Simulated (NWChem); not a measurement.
System: C₂H₃BF₂O; SMILES C=C(F)B(O)F

```xyz
9

C     -1.2770    -1.4361     0.0000
C     -0.1342    -0.7517     0.0000
F      1.0481    -1.4107     0.0000
B      0.0358     0.8088     0.0000
O      1.2521     1.3768     0.0000
F     -1.0378     1.5865     0.0000
H     -1.2939    -2.5290     0.0000
H     -2.2211    -0.8893     0.0000
H      1.9483     0.7085     0.0000
```
Atoms are numbered in this order, from 1.

Computed with NWChem. Coordinates come from a PBE0/def2-SVP optimisation. B3LYP is NWChem's, with the RPA form of VWN correlation. Atomic charges in e: unrestrained fits to the electrostatic potential beside Mulliken populations; buried atoms are poorly determined by the fit.

**Question.** Predict the results for B3LYP/def2-SVP. Quantities: ESP C1; Mulliken C1; ESP C2; Mulliken C2; ESP F3; Mulliken F3; ESP B4; Mulliken B4; ESP O5; Mulliken O5; relative RMS misfit of the potential (%).

**Answer.** 
| Item | Value |
|---|---|
| ESP C1 | -0.37 |
| Mulliken C1 | -0.05 |
| ESP C2 | 0.11 |
| Mulliken C2 | 0.16 |
| ESP F3 | -0.20 |
| Mulliken F3 | -0.23 |
| ESP B4 | 0.59 |
| Mulliken B4 | 0.03 |
| ESP O5 | -0.57 |
| Mulliken O5 | -0.09 |
| relative RMS misfit of the potential (%) | 27 |
